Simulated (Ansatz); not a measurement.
# From B to In: the atomisation energy (no zero-point term)

One atom is swapped for its congeners: BH2Br `BBr`; AlH2Br `[AlH2][Br]`; GaH2Br `[GaH2][Br]`; InH2Br `[Br][InH2]`. All are singlets with charge 0.

Shapes, held fixed at every level: PBE0-D4/def2-TZVP. Programs: Ansatz 0.2.0. Values in eV.

| level | BH2Br | AlH2Br | InH2Br |
| --- | --- | --- | --- |
| PBE-D4/def2-TZVPP | 12.45 | 9.90 | 8.10 |
| BHLYP-D4/def2-TZVPP | 12.16 | 9.98 | 8.06 |
| PBE0-D4/def2-TZVPP | 12.36 | 9.93 | 8.13 |
| MP2/def2-SVP | 11.94 | 9.63 | 7.71 |
| MP2/def2-TZVPP | 12.26 | 10.01 | 8.01 |
| CCSD(T)/def2-TZVPP | 12.06 | 9.96 | 8.16 |

Estimate the column for GaH2Br from its neighbours.

The mean of the neighbours at CCSD(T)/def2-TZVPP is 9.06 eV, against 9.19 from the run. All rows: PBE-D4/def2-TZVPP 9.05; BHLYP-D4/def2-TZVPP 9.00; PBE0-D4/def2-TZVPP 9.08; MP2/def2-SVP 8.78; MP2/def2-TZVPP 9.21; CCSD(T)/def2-TZVPP 9.19 eV. At CCSD(T)/def2-TZVPP the atomisation energy falls at every step, from 12.06 to 8.16 eV. Every level shows the same order. For atoms past krypton def2 sets carry core potentials with scalar relativity. Relativity is left out for Br, Ga unless named. Correlated rows may include outer-core shells of Br, Ga, In, which these sets cover unevenly. Spin-orbit coupling, which grows down the group, is left out (summed over each molecule's free atoms 0.15, 0.16, 0.22, 0.34 eV).
